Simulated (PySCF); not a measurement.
Structure problem from calculated spectra and properties.

Formula: C2H14OSSi4.

* 1H NMR: chemical shifts (computed TMS as zero) by class: 5.55 (1 H), 5.51 (1 H), 5.13 (1 H), 5.05 (3 H), 4.76 (1 H), 4.73 (1 H), 0.59 (3 H), 0.10 (3 H) ppm [GIAO PBE0/pcSseg-1]
* 13C NMR: chemical shifts (computed TMS as zero) by class: 2.9 (1 C), -0.4 (1 C) ppm [GIAO PBE0/pcSseg-1]
* Dipole: 2.23 D [PBE0/pcSseg-1]
* Rotational structure: rotational constants A, B, C: 1.475, 0.386, 0.337 GHz [GFN2-xTB]
* NMR, other nuclei: isotropic shieldings of nuclei other than C and H, by class: 350 (1 O), 381 (1 Si), 382 (1 Si), 383 (1 Si), 391 (1 Si), 778 (1 S) ppm [GIAO PBE0/pcSseg-1]

The electronic properties come from PySCF, for the isolated species, density fitting. Levels stand in brackets. Geometry: GFN2-xTB, one conformer, isolated molecule. NMR values are class means; diastereotopic atoms form classes of their own.

Q: What is the compound? Reason from the data.

A: Numbering: `[CH3:1][SiH2:2][S:3][Si@H:4]([CH3:5])[SiH2:6][O:7][SiH3:8]`. Its formula, C2H14OSSi4, gives 0 degrees of unsaturation, so no ring and no π bond. 2 carbons fall into 2 classes; from least to most shielded: Si-methyl carbon [C1] (2.9 ppm), Si-methyl carbon [C5] (-0.4 ppm). Hydrogen classes from least to most shielded: 1 H on an oxygen-bound silicon, Si6 (5.55 ppm), 1 H on an oxygen-bound silicon, Si6 (5.51 ppm), 1 H on an SiH silicon, Si4 (5.13 ppm), 3 H on an oxygen-bound silicon, Si8 (5.05 ppm), 1 H on an SiH2 silicon, Si2 (4.76 ppm), 1 H on an SiH2 silicon, Si2 (4.73 ppm), 3 H on an Si-methyl carbon, C5 (0.59 ppm), 3 H on an Si-methyl carbon, C1 (0.10 ppm, a mean of values up to 0.7 ppm apart in this geometry). The other shieldings belong to: 350 ppm, siloxane oxygen [O7]; 381 ppm, SiH silicon [Si4]; 382 ppm, SiH2 silicon [Si2]; 383 ppm, oxygen-bound silicon [Si6]; 391 ppm, oxygen-bound silicon [Si8]; 778 ppm, sulfur bonded to 2 Si [S3]. The optimised geometry has point group C1 and is an asymmetric top. Structure: `C[SiH2]S[Si@H](C)[SiH2]O[SiH3]`. Computed isomers that give other values at the same levels: `C[Si@H]([SiH2]OC[SiH3])S[SiH3]` (13C chemical shifts (computed TMS as zero) by class: 56.4 (1 C), -1.4 (1 C) ppm). The assignments are read from this structure; whether some other isomer fits the data as well wasn't checked. The mirror image fits equally.

The values belong to the conformer `[CH3:1][SiH2:2][S:3][Si@H:4]([CH3:5])[SiH2:6][O:7][SiH3:8]`: C1–Si2–S3–Si4 84°, Si2–S3–Si4–C5 73°, S3–Si4–Si6–O7 -172°.
